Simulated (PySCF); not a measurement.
ClF2H3Si2. Atoms are numbered in the order given.

```xyz
8

Si    -1.1870    -0.2208     0.3396
F     -1.9544    -1.6645     0.3402
F     -1.8362     0.6770    -0.8599
Si     1.0852    -0.5682    -0.1447
Cl     2.0014     1.2982     0.0608
H     -1.4690     0.4654     1.6405
H      1.7110    -1.5320     0.8231
H      1.2753    -1.0697    -1.5473
```

The structure is a stationary point at PBE-D3(BJ)/def2-SVP. This is a generated structure with no PubChem entry under its InChIKey; it may be hypothetical. The values are those of a single conformer.

Method: PBE-D3(BJ)/def2-SVP run with PySCF 2.14.0.

Frequencies are harmonic and unscaled.

```
mode  ν (cm⁻¹)  IR (km/mol)  moving atoms (share of kinetic energy)
----  --------  -----------  --------------------------------------
1           40          1.5         F 43 %, Si 25 %, Cl 22 %, H 9 %
2           70          3.2                F 39 %, Cl 35 %, Si 22 %
3          159          6.3        F 42 %, Si 34 %, H 14 %, Cl 10 %
4          188          8.3         F 54 %, Si 26 %, Cl 12 %, H 8 %
5          300         20.6                         F 67 %, Si 27 %
6          418          6.3                         Si 58 %, H 33 %
7          489         22.4                         H 48 %, Si 46 %
8          535         50.5                        Si 51 %, Cl 42 %
9          659         11.2                                  H 96 %
10         746        314.4                          H 89 %, Si 9 %
11         791         16.2                          H 86 %, F 13 %
12         799         65.9                 H 49 %, F 37 %, Si 14 %
13         858         89.2                 H 45 %, Si 30 %, F 25 %
14         897         50.0                          H 86 %, Si 9 %
15         931        143.1                  Si 49 %, F 43 %, H 8 %
16        2165         71.8                                  H 98 %
17        2180         54.1                                  H 96 %
18        2197        124.5                                  H 96 %
```
